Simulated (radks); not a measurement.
Question: Species: Zr13+. Configuration: [Ar] 3d(3/2: 3, 5/2: 6). Calculated with a radial shooting solver on a logarithmic mesh with Libxc functionals: Dirac Kohn-Sham, BLYP, spin-unpolarised, spherical densities, finite nucleus; Fermi nuclear charge, rms radius 4.2694 fm. Some entries of the table are withheld. Estimate them.

orbital,occ.,eigenvalue (hartree),r(max) (bohr)
1s1/2,2,-665.9671,0.02414
2s1/2,2,(1),(2)
2p1/2,2,(3),0.1069
2p3/2,4,(4),0.1105
3s1/2,2,-25.01621,0.4047
3p1/2,2,-22.17336,0.3916
3p3/2,4,-21.64379,0.4004
3d3/2,3,(5),0.3379
3d5/2,6,(6),0.3404

Answer: 
(1) 2s1/2 eigenvalue (hartree): -101.5597
(2) 2s1/2 r(max) (bohr): 0.1370
(3) 2p1/2 eigenvalue (hartree): -93.94095
(4) 2p3/2 eigenvalue (hartree): -90.77537
(5) 3d3/2 eigenvalue (hartree): -16.66022
(6) 3d5/2 eigenvalue (hartree): -16.55978
